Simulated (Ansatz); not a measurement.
Molecule: sum formula H₂BO₂Br, charge 0, multiplicity 1. 
Geometry from a B3LYP-D3(BJ)/def2-TZVP (Ansatz, a program for electronic structure) optimisation:
SMILES: OB(O)Br
```xyz
6

O      1.6455    -1.1399     0.4064
B      0.3246    -0.9027     0.2771
O     -0.5544    -1.8945     0.5250
Br    -0.3166     0.8805    -0.2703
H      2.2062    -0.3838     0.2124
H     -1.4760    -1.6469     0.4109
```
Charge 0, spin multiplicity 1.

Wanted: atomisation energy (electronic, to ground-state atoms), in kcal/mol. Correlated levels leave the core frozen unless marked. Open shells are spin-unrestricted. Spin-orbit coupling is left out. Frozen are the shells of the preceding noble gas and the d and f shells that filled before the atom's block. No relativistic terms. The coupled-cluster limit lacks core correlation, which all-electron functionals hold. CBS(X,Y): correlation extrapolated as X^-3; Hartree-Fock from the larger set (for Q and 5 zeta extrapolated as (X+1)exp(-9√X)).

```json
[
 {"level": "HF/aug-cc-pVTZ", "program": "Ansatz", "atomisation energy (kcal/mol)": "417.7"},
 {"level": "HF/cc-pVTZ", "program": "Ansatz", "atomisation energy (kcal/mol)": "417.8"}
]
```

Q: Estimate the value at CCSD(T)/CBS(cc-pVQZ,cc-pV5Z) as computed with Ansatz.

A: 582.5 kcal/mol, so HF/cc-pVTZ differs from it by -164.7 kcal/mol.
